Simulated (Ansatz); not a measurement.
Consider the substitution at a C–S bond: `CC(O)(F)S` + H₂Se → `CC(O)(F)[SeH]` + H₂S.

Isolated molecules relaxed with PBE0-D4/def2-TZVP in Ansatz; ΔE leaves out vibrations. CBS: MP2 limit from def2 TZ/QZ plus the TZ coupled-cluster correction, frozen cores. This one scheme is used for every species. Functionals use def2-TZVPP. B3LYP here is the variant with VWN-RPA as its local correlation; programs differ in this. For Se outer-core shells are correlated without core-valence functions, which leaves a few kJ/mol of doubt a bond. Scalar relativity is left out up to krypton. Each species was taken in one conformer, which may not be the lowest.

```
             level  ΔE (kJ/mol)  difference from CCSD(T)/CBS
            PBE-D4         -0.8                          0.1
         r2SCAN-D4          0.4                          1.3
           PBE0-D4          1.0                          1.9
          B3LYP-D4         -1.0                         -0.1
           ωB97X-V          2.2                          3.1
           ωB97M-V          1.8                          2.7
            B2PLYP         -0.5                          0.4
               PBE          0.0                          0.9
            r2SCAN          0.5                          1.4
              PBE0          1.8                          2.7
             B3LYP          0.4                          1.3
     HF/def2-TZVPP          5.0                          5.9
    MP2/def2-TZVPP         -3.6                         -2.7
SCS-MP2/def2-TZVPP         -2.7                         -1.8
   CCSD/def2-TZVPP         -1.5                         -0.6
CCSD(T)/def2-TZVPP         -2.0                         -1.1
     HF/def2-QZVPP          5.2                          6.1
    MP2/def2-QZVPP         -2.9                         -2.0
SCS-MP2/def2-QZVPP         -1.9                         -1.0
      HF/CBS(def2)          5.2                          6.1
     MP2/CBS(def2)         -2.5                         -1.6
    CCSD/CBS(def2)         -0.3                          0.6
       CCSD(T)/CBS         -0.9                            0
```

Largest T1 diagnostic among the species: 0.012.

In def2-TZVPP, CCSD(T) changes the Hartree–Fock value by −7.1 kJ/mol (the triples alone add −0.6 kJ/mol) and MP2 by −8.7 kJ/mol.
